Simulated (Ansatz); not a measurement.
Relaxation of C3H10N2Si (16 atoms, charge 0, multiplicity 1), to a largest force component of 0.02 eV/Å in at most 40 steps.

Computed with Ansatz 0.2.0, RKS PBE0/6-31G.

```xyz
16
Properties=species:S:1:pos:R:3:forces:R:3
C -1.280 -1.507 1.169 -0.94 0.15 -1.22
C -0.356 -0.691 0.654 1.18 0.12 0.35
C 0.636 -0.082 1.578 1.42 0.32 1.38
N -0.183 -0.430 -0.709 -4.89 -5.10 2.15
Si 0.752 0.420 -1.739 2.76 1.61 -1.65
N 0.092 1.982 -1.518 -0.83 2.26 1.14
H -2.054 -1.917 0.528 -0.01 -0.33 0.09
H -1.366 -1.644 2.215 -0.08 -0.18 0.83
H 0.637 1.027 1.591 -0.02 -0.31 -0.30
H 1.681 -0.415 1.352 -0.59 0.32 -0.09
H 0.484 -0.373 2.655 -0.16 0.09 -1.06
H -0.945 -0.925 -1.226 0.74 0.32 0.57
H 2.091 0.437 -1.250 1.59 -0.02 0.13
H 0.498 -0.008 -3.088 -0.05 -0.53 -1.03
H -0.912 1.870 -1.652 -0.22 0.78 -0.35
H 0.203 2.233 -0.515 0.11 0.50 -0.94
```

Task: Where does it end, and by what steps?

Result: It converged. The force dipped under the threshold on the way, but the program's further checks kept it going. Limits of this set-up: no polarisation functions. After 13 steps the energy has fallen by 1.650 eV; H16 moved furthest, 0.92 Å.

```json
{"step": "0", "energy less start (eV)": "0.0000", "largest force component (eV/Å)": "5.097", "accepted": "yes"}
{"step": "1", "energy less start (eV)": "-0.9956", "largest force component (eV/Å)": "2.658", "accepted": "yes"}
{"step": "2", "energy less start (eV)": "-1.3907", "largest force component (eV/Å)": "0.788", "accepted": "yes"}
{"step": "3", "energy less start (eV)": "-1.5139", "largest force component (eV/Å)": "0.603", "accepted": "yes"}
{"step": "4", "energy less start (eV)": "-1.5750", "largest force component (eV/Å)": "0.693", "accepted": "yes"}
{"step": "5", "energy less start (eV)": "-1.6230", "largest force component (eV/Å)": "0.250", "accepted": "yes"}
{"step": "6", "energy less start (eV)": "-1.6363", "largest force component (eV/Å)": "0.408", "accepted": "yes"}
{"step": "7", "energy less start (eV)": "-1.6389", "largest force component (eV/Å)": "0.526", "accepted": "yes"}
{"step": "8", "energy less start (eV)": "-1.6483", "largest force component (eV/Å)": "0.121", "accepted": "yes"}
{"step": "9", "energy less start (eV)": "-1.6493", "largest force component (eV/Å)": "0.036", "accepted": "yes"}
{"step": "10", "energy less start (eV)": "-1.6496", "largest force component (eV/Å)": "0.019", "accepted": "yes"}
{"step": "11", "energy less start (eV)": "-1.6498", "largest force component (eV/Å)": "0.021", "accepted": "yes"}
{"step": "12", "energy less start (eV)": "-1.6498", "largest force component (eV/Å)": "0.016", "accepted": "no"}
{"step": "13", "energy less start (eV)": "-1.6499", "largest force component (eV/Å)": "0.003", "accepted": "yes"}
```

```xyz
16
Properties=species:S:1:pos:R:3
C -1.253 -1.781 1.300
C -0.419 -0.894 0.724
C 0.515 -0.036 1.531
N -0.351 -0.708 -0.663
Si 0.604 0.470 -1.603
N 0.221 2.174 -1.430
H -1.925 -2.402 0.716
H -1.276 -1.906 2.375
H 0.330 1.029 1.343
H 1.562 -0.241 1.274
H 0.385 -0.223 2.599
H -0.978 -1.299 -1.193
H 2.056 0.381 -1.233
H 0.326 0.016 -3.007
H -0.626 2.591 -1.781
H 0.806 2.805 -0.906
```

The run took 47 s on 1 thread of AMD EPYC 9R45 96-Core Processor (Zen 5), on a shared host, peak memory 0.21 GiB.
